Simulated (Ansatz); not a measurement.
## SbH2Cl (SMILES [Cl][SbH2]): methods side by side

SbH2Cl: 4 atoms, total charge 0, spin state singlet. As SMILES, `[Cl][SbH2]`. The coordinates come from a PBE0-D4/def2-TZVP relaxation.

```xyz
4

Cl   -1.7845    0.2887   -0.6315
Sb    0.5021   -0.2753   -0.5776
H     0.3797   -1.1837    0.8689
H     0.9583    1.1100    0.3199
```

Each level gives the electronic atomisation energy (eV). The values are calculated. Electronic energies at fixed atoms, without zero-point motion or spin-orbit coupling.

| level | kind | program | value (eV) | CPU time (all runs) |
| --- | --- | --- | --- | --- |
| revPBE/STO-3G | GGA | Ansatz | 11.50 | 2.8 s |
| B3LYP/STO-3G | global hybrid | Ansatz | ? | 2.7 s |
| BHLYP/STO-3G | global hybrid | Ansatz | 11.28 | 2.4 s |
| r2SCAN0/STO-3G | hybrid meta-GGA | Ansatz | ? | 8 s |
| HSE06/STO-3G | range-separated hybrid | Ansatz | 11.49 | 3.5 s |
| CCSD/STO-3G | coupled cluster or CI | Ansatz | 9.72 | 1.3 s |
| CCSDT/STO-3G | coupled cluster or CI | Ansatz | 9.73 | 0.95 s |
| FCI/STO-3G | exact in the basis | Ansatz | 9.73 | 0.94 s |

(1) Estimate the missing values from the other rows.

Results:

(1) As computed at these levels: B3LYP/STO-3G: 11.76 eV; r2SCAN0/STO-3G: 11.32 eV. All-electron rows without a relativistic Hamiltonian named are non-relativistic. The values span 9.72 to 11.76 eV. All rows use very small basis sets, so even the best lies far from the true value. In the correlated wave-function rows the outer d shell of Sb is correlated, in sets not made for it. CPU times are rough (shared hosts, several kinds of processor): they show what a rung costs within a factor of a few.
